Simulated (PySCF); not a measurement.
CBrF2 (SMILES F[C](F)Br), doublet, geometry from GFN2-xTB. Base run: PySCF with HF/def2-SV(P).

Here is a job for PySCF.
```python
from pyscf import gto, scf

mol = gto.Mole()
mol.atom = '''
    F    -1.573528   -1.041142   -0.033772
    C    -0.893714    0.041814    0.312896
    F    -1.506749    1.128335   -0.132953
    Br    0.945279   -0.029589   -0.010767
'''
mol.basis = 'def2-sv(p)'
mol.charge = 0
mol.spin = 1
mol.verbose = 4
mol.build()

mf = scf.UHF(mol)
mf.kernel()
```

Each row names what was changed in the base input (with any setting that the change needs).

| change | ΔE vs base (µEh) | SCF cycles | <S^2> |
|---|---|---|---|
| base | 0.0 | 14 | 0.759 |
| conv_tol = 1e-12 | 0.0 | 18 | 0.759 |
| conv_tol_grad = 1e-7 | 0.0 | 19 | 0.759 |
| init_guess = mod_huckel | 0.0 | 14 | 0.759 |
| diis = off (with mf.max_cycle = 100) | 0.0 | 28 | 0.759 |
| init_guess = atom | 0.0 | 14 | 0.759 |
| diis_space = 2 | 0.0 | 27 | 0.759 |
| diis_space = 4 | 0.0 | 17 | 0.759 |
| diis_space = 12 | 0.0 | 14 | 0.759 |
| init_guess = 1e | 0.0 | 27 | 0.759 |
| init_guess = sap | 0.0 | 16 | 0.759 |
| conv_tol = 1e-4 | 4.1 | 8 | 0.759 |
| DIIS = ADIIS | 0.0 | 27 | 0.759 |

Open shells are given as the SCF converged; they aren't shown to be the lowest states, and a large step between rows can be another state.
